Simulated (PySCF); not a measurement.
Bonds (- single, = double, # triple, : aromatic): C1-C2, C2#C3, C3-Si4, Si4-N5, N5:C6, C6:C7, C7:C8, C8:C9, C9:N5. C1 carries H10, H11, H12; Si4 carries H13, H14; C6 carries H15; C7 carries H16; C8 carries H17; C9 carries H18.

Method: GIAO KT2/pcSseg-1 shieldings, geometry from PBE0-D3(BJ)/def2-SVP, in PySCF 2.14.0 with density-fitted response routines (non-relativistic, no solvent model, one computed conformer, averaged over atoms made equivalent by symmetry, fast rotation or ring inversion).

δ = σ(ref) − σ, references computed at the same level: TMS for ¹³C, ¹H, ²⁹Si; ¹⁵N vs NH3.

```csv
atoms,nucleus,count,δ (ppm)
Si4,²⁹Si,1,-60.2
H16/H17,¹H,2,?
H13/H14,¹H,2,5.30
H10/H11/H12,¹H,3,2.10
C2,¹³C,1,107.6
C7/C8,¹³C,2,?
C3,¹³C,1,72.5
C6/C9,¹³C,2,118.5
C1,¹³C,1,6.8
H15/H18,¹H,2,6.63
N5,¹⁵N,1,?
```

Task: Complete the table.

Result: 
- C7/C8: 108.2 ppm, aromatic CH
- H16/H17: 6.33 ppm, hydrogen on an aromatic CH; aromatic region
- N5: 170.8 ppm, pyrrole-type ring nitrogen

Shifts are as computed. Against solution values, carbons near 30 ppm lie about +2 ppm off and those near 130 ppm about -5 ppm. Of 1211 compounds with measured shifts, 218 miss one by over three times the rms of a fit or turn the order of signals round; such compounds aren't used in these exercises. Experimental scales use liquid or dissolved standards, which lie at an offset from isolated NH3 (liquid NH3: subtract about 20 ppm). Unscaled 15N shifts of sp2 nitrogen come out 20 to 40 ppm too high even then.
